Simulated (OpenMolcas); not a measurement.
Cr4+ in Cs2GeF6: curves along the breathing mode

Cr4+ with its 6 nearest fluoride ions, on the Ge site of Cs2GeF6 (a = 9.021 Å, distance in the model lattice 1.804 Å). The rest of the host is ab initio model potentials to 7.6 Å and point charges beyond; the distance is set by hand and nothing relaxes. Ligand basis ANO-RCC-VDZP.

```json
{
  "Program": "OpenMolcas",
  "Method": "CASSCF",
  "Basis": "ANO-RCC-VDZP [5s4p2d1f]",
  "Scalar Hamiltonian": "DKH2, point nucleus",
  "Active space": "2 electrons in 5 orbitals (3d)",
  "State averaging": "2S+1 = 3 even, 10 roots; 2S+1 = 1 even, 15 roots",
  "Spin-orbit coupling": "RASSI with atomic mean-field integrals over the reference wave functions"
}
```

Spin-free energies (labels of O, the rotations of Oh) in cm-1 above the lowest fitted minimum, as all ligands move together:

```
R (Å)    3T1    1T2     1E    3T2    1A1  3T1(2)  1T2(2)
1.719   4750  19210  19620  30150  36720   43450   45660
1.759    880  15480  15900  23910  32790   37280   39500
  1.8     60  14790  15230  20990  31890   34420   36640
 1.84   1750  16600  17070  20930  33480   34410   36630
1.881   5570  20520  21010  23210  37170   36720   38940
1.921  10920  25970  26490  27270  42400   40800   43010
1.962  17740  32880  33430  32970  49090   46500   48700
```

Cubic fits give the following; the wavenumber is harmonic, with the mass of all moving ligands, small differences in it between states hang on the degree of the fit, a number in brackets counts states of one label, and the table is a selection of at most 14 states with clean curves.

```csv
State,R0 (Å),Breathing mode (cm-1),Minimum (cm-1)
3T1,1.792,689,0
1T2,1.790,691,14700
1E,1.790,691,15140
3T2,1.821,684,20620
1A1,1.794,684,31850
3T1(2),1.820,683,34080
1T2(2),1.820,683,36300
1T1,1.822,680,40110
3A2,1.847,679,41970
1E(2),1.849,673,57560
1A1(2),1.845,677,77240
```

The minimum of 3T2 is shifted by +0.0289 Å against 3T1 (from the unrounded fits). With M = 114.0 u for the moving shell, the Huang-Rhys factor in this mode is S = M ω ΔR² / 2ħ = 0.01483 × 114.0 × 689 × 0.0289² = 0.97. Only the first shell moves, against a rigid host.

An orbital triplet at a regular site is open to Jahn-Teller coupling, which can distort the site and quench the lowest spin-orbit gaps and is left out. Without dynamic correlation the repulsion within the d shell is too large (B by tens of per cent), so at a given field states of lower spin stand too high. The least metal-like active orbital is 80 % on the metal (Löwdin) and no ligand orbital is active, so the numbers are rough. Ligand-to-metal charge-transfer states are missing. With no ligand orbital active B as a rule stays too high, so bands that hang on it stand too high and its fall with covalency is understated. With metal d orbitals alone and no dynamic correlation 10Dq can be off by a tenth to a fifth, either way, in oxide and fluoride hosts. No measured value stands beside these numbers.
